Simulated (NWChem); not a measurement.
System: CH₆F₂Si₂; SMILES FC(F)([SiH3])[SiH3]

Here is an NWChem input.

```
start job
memory heap 200 mb stack 900 mb global 1100 mb
geometry units angstroms noautosym nocenter noautoz
  F      0.000000    -1.123555    -1.191113
  C      0.000000     0.000000    -0.364122
  F      0.000000     1.123555    -1.191113
  Si     1.664978     0.000000     0.622781
  Si    -1.664978     0.000000     0.622781
  H      1.718393     1.229225     1.483304
  H      1.718393    -1.229225     1.483304
  H      2.790194     0.000000    -0.368805
  H     -2.790194     0.000000    -0.368805
  H     -1.718393     1.229225     1.483304
  H     -1.718393    -1.229225     1.483304
end
basis spherical
  * library def2-svp
end
dft
  xc pbe0
  iterations 150
end
cosmo
  do_cosmo_smd true
  solvent water
end
task dft energy
```

All runs use the structure optimised with PBE-D3(BJ)/def2-SVP. Solvent: water.

Level: PBE0/def2-SVP with SMD (1 M gas to 1 M solution), gas-phase geometry. Reactions with the solvent are ignored.

Q: What results follow from this input? (PBE0/def2-SVP, SMD on the gas-phase geometry.) Quantities: solvation free energy (kcal/mol); cavity-dispersion-structure term (kcal/mol); dipole in solution (D).

A: The solvation free energy (kcal/mol) is 3.0, the cavity-dispersion-structure term (kcal/mol) is 4.9 and the dipole in solution (D) is 2.23.
